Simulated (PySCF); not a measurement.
A geometry optimisation on [PtMe6]2-, `[CH3][Pt-2]([CH3])([CH3])([CH3])([CH3])[CH3]`.

Method: PBE0-D3(BJ)/def2-SVP geometry optimisation, gas phase, def2 core potentials past Kr (PySCF 2.14.0). Start geometry: GFN2-xTB. The input is one job of a driver script: a line of settings, then coordinates in Å.

Command:
```bash
OMP_NUM_THREADS=1 python probes_run.py task.json out
```

Input:
```
{"job": {"xc": "PBE0", "basis": "def2-SVP", "d3": "d3bj", "grid": 1, "maxiter": 40, "shake": 0.03, "kind": "geom"}, "charge": -2, "multiplicity": 1}
Pt     0.061510    -0.077340     0.011980
C     -0.011080    -0.015940     2.163740
H      0.671140     0.701400     2.569820
H      0.366290    -0.974650     2.590330
H     -0.973860     0.247380     2.581140
C     -0.021930     0.025650    -2.178990
H     -0.338610     0.958130    -2.591230
H     -0.618860    -0.746530    -2.616650
H      0.975400    -0.141890    -2.562390
C      2.162840    -0.033250     0.041930
H      2.567080    -0.723510    -0.709860
H      2.608390    -0.344500     0.997530
H      2.540910     0.984790    -0.227780
C     -2.220640     0.027530     0.009890
H     -2.634530    -0.984680     0.245380
H     -2.595950     0.336790    -0.966810
H     -2.589620     0.772280     0.700060
C     -0.022620     2.187230     0.002370
H      0.236880     2.592050     0.969650
H     -1.038660     2.622050    -0.295340
H      0.691920     2.591070    -0.748060
C      0.022070    -2.233040    -0.012500
H     -0.726250    -2.560000     0.640700
H      0.949240    -2.589420     0.310850
H     -0.171030    -2.657850    -0.955150
```

Output:
```
step   0  E = -358.16517689  max force = 0.054356
step   1  E = -358.19191711  max force = 0.011011
step   2  E = -358.19351899  max force = 0.004384
step   3  E = -358.19387923  max force = 0.001941
step   4  E = -358.19393280  max force = 0.000435
step   5  E = -358.19393726  max force = 0.000178
optimisation converged
```

Energies in Eh; «max force» is the largest Cartesian gradient component in Eh/bohr.

Problem. Give the first gradient maximum in eV/Å.

Solution. With 1 Eh/bohr = 51.422 eV/Å, 2.795 eV/Å.

Problem. How much energy does the optimisation release, in eV?

Solution. E(step 0) − E(last step) = 0.028760 Eh, which is 0.783 eV.

Summary of the converged run: final energy -358.19394 Eh after 5 steps.

Problem. Where do the atoms end?

Solution. 0.067 Å rms from the input after alignment:
```
atom  x, y, z in Å
Pt1   -0.0055   -0.0029   -0.0017
C2    -0.0028   -0.0175    2.1310
H3     0.6931    0.7436    2.5466
H4     0.3156   -0.9980    2.5483
H5    -1.0041    0.2011    2.5634
C6    -0.0087    0.0159   -2.1342
H7    -0.3794    0.9795   -2.5475
H8    -0.6625   -0.7795   -2.5542
H9     1.0032   -0.1457   -2.5667
C10    2.1268   -0.0116    0.0097
H11    2.5402   -0.7183   -0.7427
H12    2.5460   -0.3160    0.9937
H13    2.5591    0.9863   -0.2243
C14   -2.1380    0.0070   -0.0144
H15   -2.5733   -0.9855    0.2363
H16   -2.5548    0.2953   -1.0044
H17   -2.5520    0.7285    0.7237
C18   -0.0050    2.1301   -0.0033
H19    0.2597    2.5574    0.9889
H20   -0.9949    2.5559   -0.2784
H21    0.7289    2.5425   -0.7301
C22    0.0003   -2.1345    0.0039
H23   -0.7778   -2.5480    0.6824
H24    0.9714   -2.5539    0.3467
H25   -0.1954   -2.5679   -1.0016
```

The ion is multiply charged and computed in the gas phase, without counter-ions or solvent; whether it holds all its electrons wasn't checked.

On Intel Xeon at 2.50 GHz, one thread, no GPU, shared host with 64 logical CPUs at a one-minute load of 51, this took 6.8 min wall and 1.0 GiB of memory at its peak.
Labels such as C1 count atoms from 1, the log's own numbers from 0.
